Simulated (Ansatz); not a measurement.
Geometry optimisation, RKS B3LYP-D4/def2-SVP (Ansatz 0.2.0).

input.yaml

```yaml
crystal:
  periodic: [false, false, false]
  atoms:
    - { symbol: B, position_ang: [-0.6, 0.9392, -0.0803] }
    - { symbol: O, position_ang: [0.4156, 0.4223, 0.7357] }
    - { symbol: B, position_ang: [0.6852, -0.8814, 0.1403] }
    - { symbol: F, position_ang: [0.132, -2.0563, 0.6523] }
    - { symbol: H, position_ang: [-0.3814, 1.6656, -1.0336] }
    - { symbol: H, position_ang: [-1.7804, 0.827, 0.2015] }
    - { symbol: H, position_ang: [1.21309, 0.55766, 1.30648] }
basis:
  gaussian: { orbitals: def2-SVP }
hamiltonian:
  xc: b3lyp
  dispersion: d4
relax:
  f_tol: 0.02
  max_steps: 50
```

Launched with:

```bash
$ ansatz run input.yaml --threads 1 --pin off --max-ram 2048MiB --backend cpu --events-out ev --progress --plain --runs-dir out
```

Question: Where does it end, and by what steps?

Answer: It converged. After 18 steps the energy has fallen by 4.806 eV; H7 moved furthest, 0.99 Å. Parted: B1–O2 (1.40 → 2.67 Å). Joined: B1–B3 (2.24 → 1.70 Å).

```json
{"step": "0", "energy less start (eV)": "0.0000", "largest force component (eV/Å)": "3.735", "accepted": "yes"}
{"step": "1", "energy less start (eV)": "-0.9801", "largest force component (eV/Å)": "2.454", "accepted": "yes"}
{"step": "2", "energy less start (eV)": "-1.6721", "largest force component (eV/Å)": "2.481", "accepted": "yes"}
{"step": "3", "energy less start (eV)": "-2.3316", "largest force component (eV/Å)": "2.230", "accepted": "yes"}
{"step": "4", "energy less start (eV)": "-2.9281", "largest force component (eV/Å)": "2.777", "accepted": "yes"}
{"step": "5", "energy less start (eV)": "-3.5331", "largest force component (eV/Å)": "1.900", "accepted": "yes"}
{"step": "6", "energy less start (eV)": "-3.7496", "largest force component (eV/Å)": "2.990", "accepted": "yes"}
{"step": "7", "energy less start (eV)": "-3.9578", "largest force component (eV/Å)": "1.964", "accepted": "yes"}
{"step": "8", "energy less start (eV)": "-4.1511", "largest force component (eV/Å)": "1.209", "accepted": "yes"}
{"step": "9", "energy less start (eV)": "-4.2842", "largest force component (eV/Å)": "1.596", "accepted": "yes"}
{"step": "10", "energy less start (eV)": "-4.4243", "largest force component (eV/Å)": "1.582", "accepted": "yes"}
{"step": "11", "energy less start (eV)": "-4.5821", "largest force component (eV/Å)": "1.563", "accepted": "yes"}
{"step": "12", "energy less start (eV)": "-4.5785", "largest force component (eV/Å)": "1.570", "accepted": "no"}
{"step": "13", "energy less start (eV)": "-4.6785", "largest force component (eV/Å)": "1.036", "accepted": "yes"}
{"step": "14", "energy less start (eV)": "-4.7524", "largest force component (eV/Å)": "0.553", "accepted": "yes"}
{"step": "15", "energy less start (eV)": "-4.7985", "largest force component (eV/Å)": "0.188", "accepted": "yes"}
{"step": "16", "energy less start (eV)": "-4.8022", "largest force component (eV/Å)": "0.236", "accepted": "yes"}
{"step": "17", "energy less start (eV)": "-4.8056", "largest force component (eV/Å)": "0.034", "accepted": "yes"}
{"step": "18", "energy less start (eV)": "-4.8058", "largest force component (eV/Å)": "0.014", "accepted": "yes"}
```

```xyz
7
Properties=species:S:1:pos:R:3
B -0.882 0.716 -0.478
O 0.936 0.450 1.455
B 0.238 -0.150 0.464
F 0.454 -1.460 0.239
H -0.551 1.289 -1.488
H -2.051 0.783 -0.181
H 1.540 -0.155 1.911
```

Whether the end is a true minimum wasn't checked by a vibrational analysis.

The run took 69 s on 1 thread of Intel(R) Xeon(R) Processor @ 2.70GHz, on a shared host, peak memory 0.15 GiB.
